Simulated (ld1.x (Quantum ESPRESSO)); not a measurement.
# Varying the TM potential for Nb (Z = 41)

Base potential:

ld1.x (Quantum ESPRESSO) 7.5 input, shortened:

```
&input
   title='Nb', zed=41., rel=1, dft='PZ', iswitch=3,
   config='[Kr] 4d4 5s1 5p0'
 /
 &inputp
   pseudotype=2, tm=.true., lloc=1,
   nlcc=.false.
 /
3
5S  1  0   1.00   0.00  3.30  3.30  0.0
4D  3  2   4.00   0.00  1.70  1.70  0.0
4P  2  1   6.00   0.00  1.20  1.20  0.0
 &test
   configts(1)='4p6 4d4 5s1 5p0'
 /
```

All-electron outer shells of the reference configuration (LDA (PZ), scalar-relativistic, ld1.x):

```
shell  level (eV)  outermost node (bohr)  outermost maximum (bohr)
   3d     -196.60                      –                      0.33
   4s      -58.46                   0.53                      1.02
   4p      -34.61                   0.54                      1.12
   5s       -4.20                   1.40                      3.04
   4d       -3.21                   0.55                      1.51
   5p       -1.22                   1.62                      4.21
```

Cutoffs, loose and tight: the cutoffs (Ry, on a coarse ladder) from which the occupation-weighted sum of valence levels, in a spherical-Bessel basis at the reference potential, stays within 10 and 1 mRy of its value at 400 Ry. They do not see the model core or the augmentation charge, which bear on the density cutoff. Test errors are all-electron minus pseudo excitation energies from the reference, over the configurations 4p6 4d4 5s0 5p0; 4p6 4d3 5s0 5p0; 4p6 4d2 5s0 5p0; 4p6 4d3 5s1 5p0; 4p6 4d4 5s0 5p1; 4p6 4d4.5 5s0.5 5p0; 4p5 4d4 5s1 5p0 (two spin-polarised tests are not counted in the largest error). A dash means not determined; rows that change the core or the reference have their own tests. The largest error is taken over the tests solved by every variant that gives reliable tests at all: 4p6 4d2 5s0 5p0; 4p6 4d3 5s0 5p0; 4p6 4d3 5s1 5p0; 4p6 4d4 5s0 5p0; 4p6 4d4 5s0 5p1; 4p6 4d4.5 5s0.5 5p0.

A true bound ghost makes a file unfit for plane-wave use even where its test errors are small: the radial tests pick states by their node count and pass the ghost by. Where a test does run into it, the solver fails or the error is huge.

Cutoffs are not given where the Bessel-basis levels miss the radial ones by over 6 mRy, ghosts where they miss by over 20 mRy; a channel whose overlap is not positive is not tested.

| change | outcome | cutoff, loose | cutoff, tight | bound ghosts | largest test error (meV) |
| --- | --- | --- | --- | --- | --- |
| base | generated | 70 Ry | 120 Ry | s | +53 |
| wave 4p (bound): rc 1.20 bohr becomes 4p (bound): rc 0.78 bohr | generated | – | – | s | +132 |
| wave 4p (bound): rc 1.20 bohr becomes 4p (bound): rc 0.98 bohr | generated | 180 Ry | 300 Ry | s | +55 |
| wave 4p (bound): rc 1.20 bohr becomes 4p (bound): rc 1.22 bohr | generated | 70 Ry | 120 Ry | s | +53 |
| wave 4p (bound): rc 1.20 bohr becomes 4p (bound): rc 1.40 bohr | generated | 55 Ry | 100 Ry | s | +55 |
| wave 4p (bound): rc 1.20 bohr becomes 4p (bound): rc 1.54 bohr | generated | 45 Ry | 90 Ry | s | +58 |
| wave 4p (bound): rc 1.20 bohr becomes 4p (bound): rc 1.80 bohr | generated | 40 Ry | 50 Ry | s | +69 |

Reading the sweep of the p radius (base included, trends over the rows without a ghost): Bound ghosts are found at 0.78, 0.98, 1.2, 1.22, 1.4, 1.54, 1.8 bohr. Every judged row has one, so this setting neither creates nor removes them.
